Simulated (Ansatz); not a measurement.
Species: HgI$_{2}$, net charge 0, singlet state. 
Structure (B3LYP-D3(BJ)/def2-TZVP (Ansatz, a program for electronic structure) minimum search):
```xyz
3

Hg     0.0000     0.0000     0.0000
I      0.0000     0.0000    -2.6116
I      0.0000     0.0000     2.6116
```

Basis-set convergence of Hartree-Fock and CCSD(T) correlation energies (hartree) with Ansatz. Correlated levels leave the core frozen unless marked. Spin-orbit coupling is left out. Frozen are the shells of the preceding noble gas and the d and f shells that filled before the atom's block. In def2 rows, elements after Kr have scalar-relativistic effective core potentials.

```csv
basis,functions,E(HF),"E(corr, CCSD(T))",rough core time
def2-SVP,84,-745.91616,-0.49303,under 20 s
def2-TZVPP,159,___,___,23 s
```

Complete the blanks.


- def2-TZVPP, E(HF): -745.95051
- def2-TZVPP, E(corr, CCSD(T)): -0.71554
